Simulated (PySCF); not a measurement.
SMILES CC(C)(C)[SiH2][SiH2]C(F)(F)F, GFN2-xTB optimised geometry.

```
23

C      2.21    -0.94     2.18
C      1.64     0.48     2.09
C      2.25     1.18     0.87
C      2.02     1.25     3.35
Si    -0.28     0.41     1.93
Si    -0.84    -0.76     0.00
C     -2.78    -0.76     0.00
F     -3.29    -1.36     1.10
F     -3.33    -1.38    -1.06
F     -3.29     0.50     0.00
H      1.98    -1.51     1.29
H      1.80    -1.46     3.05
H      3.30    -0.90     2.30
H      3.33     1.24     0.97
H      1.87     2.19     0.78
H      2.02     0.64    -0.05
H      3.11     1.30     3.46
H      1.64     2.27     3.31
H      1.62     0.77     4.24
H     -0.82    -0.23     3.14
H     -0.78     1.79     1.90
H     -0.55    -0.18    -1.32
H     -0.55    -2.19    -0.10
```

Density from PBE0/def2-SVP (PySCF 2.14.0) at that geometry.

Minimum of the electron density along straight lines between bonded atoms, close to the bond critical point (lines longer than 1.1 times the sum of covalent radii, or with two minima, are not listed):

```json
[
 {"bond": "C1–C2", "length / Å": "1.529", "ρ at the minimum / e bohr⁻³": "0.241", "∇²ρ there / e bohr⁻⁵": "-0.53", "position (fraction from the first atom)": "0.50"},
 {"bond": "C2–C3", "length / Å": "1.529", "ρ at the minimum / e bohr⁻³": "0.241", "∇²ρ there / e bohr⁻⁵": "-0.54", "position (fraction from the first atom)": "0.50"},
 {"bond": "C2–C4", "length / Å": "1.528", "ρ at the minimum / e bohr⁻³": "0.241", "∇²ρ there / e bohr⁻⁵": "-0.54", "position (fraction from the first atom)": "0.50"},
 {"bond": "C2–Si5", "length / Å": "1.924", "ρ at the minimum / e bohr⁻³": "0.111", "∇²ρ there / e bohr⁻⁵": "0.28", "position (fraction from the first atom)": "0.62"},
 {"bond": "Si6–C7", "length / Å": "1.944", "ρ at the minimum / e bohr⁻³": "0.106", "∇²ρ there / e bohr⁻⁵": "0.31", "position (fraction from the first atom)": "0.38"},
 {"bond": "C7–F8", "length / Å": "1.353", "ρ at the minimum / e bohr⁻³": "0.265", "∇²ρ there / e bohr⁻⁵": "-0.20", "position (fraction from the first atom)": "0.34"},
 {"bond": "C7–F9", "length / Å": "1.346", "ρ at the minimum / e bohr⁻³": "0.269", "∇²ρ there / e bohr⁻⁵": "[?]", "position (fraction from the first atom)": "0.34"},
 {"bond": "C7–F10", "length / Å": "1.353", "ρ at the minimum / e bohr⁻³": "0.265", "∇²ρ there / e bohr⁻⁵": "-0.20", "position (fraction from the first atom)": "0.34"},
 {"bond": "C1–H11", "length / Å": "1.089", "ρ at the minimum / e bohr⁻³": "0.275", "∇²ρ there / e bohr⁻⁵": "-0.99", "position (fraction from the first atom)": "0.62"},
 {"bond": "C1–H12", "length / Å": "1.088", "ρ at the minimum / e bohr⁻³": "0.277", "∇²ρ there / e bohr⁻⁵": "-1.01", "position (fraction from the first atom)": "0.62"},
 {"bond": "C1–H13", "length / Å": "1.090", "ρ at the minimum / e bohr⁻³": "0.275", "∇²ρ there / e bohr⁻⁵": "-1.00", "position (fraction from the first atom)": "0.62"},
 {"bond": "C3–H14", "length / Å": "1.090", "ρ at the minimum / e bohr⁻³": "0.275", "∇²ρ there / e bohr⁻⁵": "-1.00", "position (fraction from the first atom)": "0.62"},
 {"bond": "C3–H15", "length / Å": "1.088", "ρ at the minimum / e bohr⁻³": "0.277", "∇²ρ there / e bohr⁻⁵": "-1.01", "position (fraction from the first atom)": "0.62"},
 {"bond": "C3–H16", "length / Å": "1.089", "ρ at the minimum / e bohr⁻³": "0.275", "∇²ρ there / e bohr⁻⁵": "-0.99", "position (fraction from the first atom)": "0.62"},
 {"bond": "C4–H17", "length / Å": "1.090", "ρ at the minimum / e bohr⁻³": "0.275", "∇²ρ there / e bohr⁻⁵": "-0.99", "position (fraction from the first atom)": "0.62"},
 {"bond": "C4–H18", "length / Å": "1.088", "ρ at the minimum / e bohr⁻³": "0.277", "∇²ρ there / e bohr⁻⁵": "-1.01", "position (fraction from the first atom)": "0.62"},
 {"bond": "C4–H19", "length / Å": "1.088", "ρ at the minimum / e bohr⁻³": "0.277", "∇²ρ there / e bohr⁻⁵": "-1.01", "position (fraction from the first atom)": "0.62"},
 {"bond": "Si5–H20", "length / Å": "1.472", "ρ at the minimum / e bohr⁻³": "0.115", "∇²ρ there / e bohr⁻⁵": "0.31", "position (fraction from the first atom)": "0.49"},
 {"bond": "Si5–H21", "length / Å": "1.473", "ρ at the minimum / e bohr⁻³": "0.115", "∇²ρ there / e bohr⁻⁵": "0.31", "position (fraction from the first atom)": "0.49"},
 {"bond": "Si6–H22", "length / Å": "1.467", "ρ at the minimum / e bohr⁻³": "0.117", "∇²ρ there / e bohr⁻⁵": "0.32", "position (fraction from the first atom)": "0.49"},
 {"bond": "Si6–H23", "length / Å": "1.467", "ρ at the minimum / e bohr⁻³": "0.117", "∇²ρ there / e bohr⁻⁵": "0.32", "position (fraction from the first atom)": "0.49"}
]
```

Problem. Complete the blanks.

Solution. 
- C7–F9, ∇²ρ there / e bohr⁻⁵: -0.17
